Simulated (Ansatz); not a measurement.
`[BH2][SnH2][SiH2][SiH3]`, 13 atoms. Charge 0, multiplicity 1. Correlated methods include outer-core shells of Sn, which these sets cover unevenly. Sn takes the def2 core potential. All runs use 4 threads of a server CPU on a shared host. Correlated methods freeze the cores.

Give the basis size and wall time and peak host memory of each of these runs in Ansatz. RKS PBE0-D4/def2-TZVP frequencies; RKS ωB97M-V/def2-SVP energy; RKS PBE0-D4/def2-SVP energy; RHF-MP2/def2-QZVPP energy; RHF-CCSD(T)/def2-SVP energy; RKS ωB97M-V/def2-QZVPP energy; RHF-CCSD(T)/def2-TZVPP energy; RKS PBE0-D4/def2-QZVPP energy; RKS CAM-B3LYP-D4/def2-TZVPP energy; RKS PBE0-D4/def2-TZVP relaxation (5 steps); direct RPA on PBE orbitals/def2-TZVPP energy; RKS B3LYP-D4/def2-TZVPP energy and forces. (Best estimate.)

The calculation gave: Other jobs shared the machine, so times are rough.

```json
{"level": "RKS PBE0-D4/def2-SVP", "job": "energy", "functions": "121", "wall time": "1.5 s", "peak host memory (GiB)": "0.29"}
{"level": "RKS ωB97M-V/def2-SVP", "job": "energy", "functions": "121", "wall time": "4.8 s", "peak host memory (GiB)": "0.46"}
{"level": "RKS CAM-B3LYP-D4/def2-TZVPP", "job": "energy", "functions": "291", "wall time": "6.5 s", "peak host memory (GiB)": "1.1"}
{"level": "RKS B3LYP-D4/def2-TZVPP", "job": "energy and forces", "functions": "291", "wall time": "7.5 s", "peak host memory (GiB)": "1"}
{"level": "direct RPA on PBE orbitals/def2-TZVPP", "job": "energy", "functions": "291", "wall time": "7.5 s", "peak host memory (GiB)": "0.82"}
{"level": "RHF-CCSD(T)/def2-SVP", "job": "energy", "functions": "121", "wall time": "8 s", "peak host memory (GiB)": "0.68"}
{"level": "RKS PBE0-D4/def2-QZVPP", "job": "energy", "functions": "549", "wall time": "12 s", "peak host memory (GiB)": "2.5"}
{"level": "RKS PBE0-D4/def2-TZVP", "job": "relaxation (5 steps)", "functions": "209", "wall time": "22 s", "peak host memory (GiB)": "0.67"}
{"level": "RKS ωB97M-V/def2-QZVPP", "job": "energy", "functions": "549", "wall time": "24 s", "peak host memory (GiB)": "2.7"}
{"level": "RHF-MP2/def2-QZVPP", "job": "energy", "functions": "549", "wall time": "26 s", "peak host memory (GiB)": "3.9"}
{"level": "RKS PBE0-D4/def2-TZVP", "job": "frequencies", "functions": "209", "wall time": "3.2 min", "peak host memory (GiB)": "0.68"}
{"level": "RHF-CCSD(T)/def2-TZVPP", "job": "energy", "functions": "291", "wall time": "3.9 min", "peak host memory (GiB)": "9.1"}
```

B3LYP here is the variant with VWN-RPA as its local correlation; programs differ in this.
